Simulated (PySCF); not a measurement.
Working out the excitation energy of Al

Al [Ne] 3s2 3p1 (2P) → Al [Ne] 3s1 3p1 4s1 (4P). All numbers are calculated (PySCF 2.14, scalar relativity by spin-free X2C-1e, in x2c-TZVPPall with one added diffuse shell each of s, p, d type (6s6p4d1f, 51 functions)). Frozen: 1s2. Energies in hartree (1 hartree = 27.21139 eV):

```csv
part,Al (lower),Al (upper)
UHF,-242.310246,-242.073766
CCSD correlation,-0.201802,-0.159460
(T),-0.003211,-0.001475
```

Problem. What does Hartree-Fock give?

Solution. (-242.073766) − (-242.310246) = 0.236480 hartree = 6.435 eV.

Problem. What do CCSD and CCSD(T) give?

Solution. The CCSD correlation energies differ by 0.042342 hartree = 1.152 eV and the triples by 0.001736 hartree = 0.047 eV, so CCSD gives 7.587 eV and CCSD(T) 7.634 eV.

The upper state lies above the first ionisation limit, but in LS coupling its spin forbids autoionisation to the ground ion. A Rydberg-like electron needs more diffuse functions than a valence basis has.
